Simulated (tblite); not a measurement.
Species: C7H7N3.
SMILES: `Cc1cccc2cnnn12`

Calculated harmonic vibrations of the isolated species, GFN2-xTB (tblite), most abundant isotopes, no scaling. Errors from tens to a few hundred cm⁻¹ against measured bands are possible.

Harmonic wavenumbers (cm⁻¹): 88.7, 152.4, 200.0, 245.6, 256.5, 449.1, 486.5, 488.6, 544.5, 614.8, 670.8, 699.1, 709.2, 791.3, 804.4, 828.7, 876.9, 913.5, 948.9, 987.3, 1029.0, 1083.8, 1094.2, 1113.7, 1173.8, 1189.9, 1241.6, 1286.1, 1303.5, 1344.1, 1353.9, 1400.3, 1428.0, 1445.6, 1463.7, 1523.4, 1539.8, 1628.8, 3010.4, 3029.1, 3062.1, 3098.6, 3109.9, 3115.3, 3192.4.

A = 2237, B = 1652, C = 955.9 MHz; mass 133.064 u (most abundant isotopes); point group Cs, symmetry number 1.

Task: What is the zero-point energy?

Result: Half the sum of the wavenumbers: 28509 cm⁻¹ = 341.04 kJ/mol.

Task: Entropy at 298.15 K, 1 bar (ideal gas, RRHO, classical rotation)?

Result: Translation 169.85, rotation 120.91, vibration 74.07: S = 364.8 J/(mol K).

Task: And Cp and H(298.15 K) − H(0)?

Result: Cp = 135.74 J/(mol K), of which vibrations give 102.48 (their classical limit is 45 R = 374.2); H(298.15 K) − H(0) = 23.07 kJ/mol without the zero-point energy, 13.15 from vibrations.

Task: What must be added to the electronic energy to get the Gibbs energy at 298.15 K and 1 bar?

Result: ZPE + [H(298.15 K) − H(0)] − T·S = 341.04 + 23.07 − 108.78 = 255.33 kJ/mol.

Task: Blend soft modes into free rotors: weight 1/[1 + (100 cm⁻¹/ν̃)⁴] for the oscillator and the rest for a rotor with moment μB/(μ + B), μ = h/(8π²ν), B = 10⁻⁴⁴ kg m². What vibrational entropy results?

Result: 72.17 J/(mol K) in place of 74.07, which changes −T·S at 298.15 K by +0.57 kJ/mol.

Task: How do the functions run with temperature in this model?

Result: 
```
 T (K)  S (J/(mol K))  Cp (J/(mol K))  H − H(0) (kJ/mol)  G − H(0) (kJ/mol)  ln q(vib)
    50          234.7            41.8               1.79              -9.95       0.10
   100          268.8            58.5               4.30             -22.59       0.56
373.15          398.8           167.8              34.46            -114.35       4.99
   500          454.7           214.3              58.82            -168.51       7.49
   750          554.4           276.4             120.86            -294.96      12.64
  1000          639.5           314.0             195.01            -444.48      17.65
```

q(vib) and H(0) count from the zero-point level.

Hindered rotation and anharmonicity are outside this model.

Time: 0.45 s. Hardware: one thread of an Arm Neoverse V2, no GPU, on a shared host. The figure is for the frequency step alone.
